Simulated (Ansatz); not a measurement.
`O[SiH2][O][GeH2][OH]` and `O[SiH2]O[SiH2]Cl` differ in one atom or group.

Ansatz, PBE0-D4/def2-TZVP geometries, multiplicity 1. Each molecule was computed in one conformer, which needn't be the lowest.

Scalar relativity is left out up to krypton.

```tsv
property	`O[SiH2][O][GeH2][OH]`
HOMO energy (PBE0/def2-TZVPP) / eV	-8.63
HOMO–LUMO gap (PBE0/def2-TZVPP) / eV	9.02
HOMO energy (B3LYP/def2-TZVPP) / eV	-8.43
LUMO energy (B3LYP/def2-TZVPP) / eV	0.07
LUMO energy (PBE/def2-TZVPP) / eV	-0.53
size of the dipole moment (PBE/def2-TZVPP) / D	2.10
```

Problem. What does the change do to each property? (Best estimate.)

Solution. Ansatz gave: 
```json
{"property": "HOMO energy (PBE0/def2-TZVPP) / eV", "`O[SiH2]O[SiH2]Cl`": "-8.79", "shift": "-0.16"}
{"property": "HOMO–LUMO gap (PBE0/def2-TZVPP) / eV", "`O[SiH2]O[SiH2]Cl`": "9.03", "shift": "0.01"}
{"property": "HOMO energy (B3LYP/def2-TZVPP) / eV", "`O[SiH2]O[SiH2]Cl`": "-8.59", "shift": "-0.16"}
{"property": "LUMO energy (B3LYP/def2-TZVPP) / eV", "`O[SiH2]O[SiH2]Cl`": "0.03", "shift": "-0.04"}
{"property": "LUMO energy (PBE/def2-TZVPP) / eV", "`O[SiH2]O[SiH2]Cl`": "-0.64", "shift": "-0.11"}
{"property": "size of the dipole moment (PBE/def2-TZVPP) / D", "`O[SiH2]O[SiH2]Cl`": "0.58", "shift": "-1.52"}
```

Dipoles are sizes alone; their direction can turn.

B3LYP here is the variant with VWN-RPA as its local correlation; programs differ in this.
